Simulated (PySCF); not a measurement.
Calculation: CAM-B3LYP-D3(BJ)/def2-TZVP run with PySCF. All species are isolated molecules in the gas phase. Excitations are Tamm–Dancoff values on a coarser integration grid. The basis has no diffuse functions, so Rydberg states are missing or too high.

Reference species (SMILES): `IB(I)I` (neutral, multiplicity 1).

```
Property               Result
-------------------  --------
LUMO                 -1.44 eV
S1–T1 gap (TDA)       0.14 eV
HOMO                 -8.60 eV
S1 excitation (TDA)   3.82 eV
```

Changed species: `IBI` (1 of 3 I replaced by H; the reference has 0 of 3 I replaced by H).

### Question
Predict the effect on the LUMO, S1–T1 gap (TDA), HOMO and S1 excitation (TDA).

### Answer
the LUMO goes up by 0.18 eV, to -1.26 eV; the S1–T1 gap (TDA) stays essentially unchanged; the HOMO decreases by 0.26 eV, to -8.86 eV; the S1 excitation (TDA) increases by 0.29 eV, to 4.11 eV.
